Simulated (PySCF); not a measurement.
## Dipole response of Ba+ (barium, charge +1)

[Xe] 6s1, 2S determinant. Calculation: PySCF 2.14, in aug-cc-pwCVTZ-X2C with one added diffuse shell each of s, p, d, f type (12s11p9d5f, 125 functions); the spin-free X2C one-electron Hamiltonian (Gaussian nucleus). Coupled (time-dependent) response in atomic units; α is the mean over directions.

```
method  mean α (bohr³)  C₆ (like pair)  S(−4)
   M06           93.76           895.2   7242
```

S(−4) is the Cauchy moment in α(ω) = α(0) + S(−4) ω² + …

α(iu) at M06:

```csv
u (hartree),α(iu) (bohr³)
0,93.76
0.0500,78.92
0.100,55.17
0.200,29.11
0.300,19.34
0.500,11.90
0.750,7.929
1.00,5.701
1.50,3.352
2.00,2.226
3.00,1.230
5.00,0.5784
```

A single London oscillator, α(iu) = α/(1 + u²/ω²), gives C₆ = (3/4) ω α². Matching the computed C₆ needs ω = 4 × 895.2 / (3 × 93.76²) = 0.136 hartree.

For an ion, C₆ is the dispersion term alone; charge-induced terms of lower order in 1/R come first.

Spin-orbit coupling, which splits the p, d and f shells strongly at this Z, is absent.
